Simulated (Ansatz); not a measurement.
C₃H₇BO (`CBC(C)=O`), relaxed with RKS PBE-D4/def2-SVP in Ansatz from a rough embedded geometry. The force threshold is 0.03 eV/Å; the program also tests the step.

Charge 0, multiplicity 1.

Start:

```xyz
12

C     1.669    0.791    0.812
B     0.766    0.015   -0.137
C    -0.759    0.002    0.090
C    -1.703   -0.851   -0.832
O    -1.265    0.574    1.026
H     1.631    0.410    1.889
H     2.757    0.689    0.514
H     1.433    1.851    0.854
H     1.203   -0.560   -1.016
H    -1.584   -0.372   -1.858
H    -2.745   -0.681   -0.523
H    -1.403   -1.867   -0.821
```

Question: How much energy does the relaxation release, and in how many steps? (Best estimate.)

Answer: Ansatz gave: 17.30 kcal/mol, in 27 steps, 2 of them rejected.

Question: Which bonds change most? (An estimate is asked.)

Answer: Ansatz gave: B2–H9 from 1.137 to 1.220 Å; C3–C4 from 1.571 to 1.492 Å; C4–H12 from 1.059 to 1.110 Å; C1–B2 from 1.523 to 1.573 Å.

Question: Give the relaxed structure. (Estimate.)

Answer: The calculation gave: 
```xyz
12

C     1.628    0.478    0.946
B     0.827    0.377   -0.404
C    -0.713    0.182   -0.447
C    -1.757   -0.884   -0.494
O    -0.961    1.403   -0.424
H     2.287   -0.420    0.999
H     2.314    1.350    0.961
H     1.006    0.488    1.863
H     1.378    0.544   -1.480
H    -1.600   -1.511   -1.397
H    -2.776   -0.449   -0.502
H    -1.633   -1.560    0.377
```
